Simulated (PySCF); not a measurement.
BH3, SMILES B (connectivity only; charge and spin as stated), charge +1, multiplicity 2.

Geometry: r2SCAN-D4/def2-TZVPD. The multiplicity is an assumed one; other spin states were not compared. The isomer is the one that the SMILES or the coordinates give; other isomers of the formula were not compared.

Two levels are set side by side: PBE/def2-TZVPD (PySCF) and M06-2X/def2-TZVPD (PySCF). Same geometry, gas phase. Differences are taken from unrounded values.

| quantity | M06-2X |
|---|---|
| α-spin orbital gap (eV) | 9.44 |
| β-spin orbital gap (eV) | 9.92 |
| mean polarisability (bohr³) | 13.0 |

### Question
What does PBE give, and how far is it from M06-2X? (The exact figures need the calculation; the answer reports its results.)

### Answer

| quantity | PBE | PBE minus M06-2X |
|---|---|---|
| α-spin orbital gap (eV) | 4.67 | -4.77 |
| β-spin orbital gap (eV) | 4.03 | -5.90 |
| mean polarisability (bohr³) | 13.3 | 0.3 |

Rough cost on one machine, each run with all the roots and properties that it gave: M06-2X against PBE about 3 times.
